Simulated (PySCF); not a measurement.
LiPb: from constants to spectrum

UHF-CCSD(T) constants of LiPb, ⁴Σ⁻ (quartet), unpaired electrons σ ↑, π ↑↑ (basis Li def2-SVPD, Pb def2-SVPD with ECP60; scalar-relativistic core potentials; PySCF 2.14; masses 7.0160 and 207.9766 u):

| Property | Result |
| --- | --- |
| ωe | 331.2 cm⁻¹ |
| ωexe | 2.22 cm⁻¹ |
| Be | 0.34596 cm⁻¹ |
| αe | 0.00381 cm⁻¹ |
| D (centrifugal) | 1.51e-06 cm⁻¹ |
| De to Li + Pb | 1.30 eV |

(1) Give the vibrational terms G(v) and spacings up to v = 6.

(2) How well does the Morse estimate ωe²/(4ωexe) reproduce De, and what is D0?

Correlated steps freeze 4 core orbitals. Correlated levels converge slowly with the basis: in double zeta they bind strong bonds too weakly, by up to about 1 eV, and carry superposition errors of some tenths. These are scalar-relativistic numbers at best; spin–orbit coupling would shift them, the dissociation energy most. The state is the lowest determinant that a PBE0 search found; another state may lie lower at other levels.

Results:

(1) G(v) = ωe(v+½) − ωexe(v+½)².

| v | G(v) (cm⁻¹) | G(v) − G(v−1) | Bv (cm⁻¹) |
| --- | --- | --- | --- |
| 0 | 165.0 |  | 0.3441 |
| 1 | 491.8 | 326.8 | 0.3402 |
| 2 | 814.1 | 322.3 | 0.3364 |
| 3 | 1132.0 | 317.9 | 0.3326 |
| 4 | 1445.4 | 313.4 | 0.3288 |
| 5 | 1754.4 | 309.0 | 0.3250 |
| 6 | 2059.0 | 304.6 | 0.3212 |

(2) It gives 1.53 eV, 118 % of the computed De. D0 = De − G(0) = 1.30 − 0.02 = 1.28 eV.
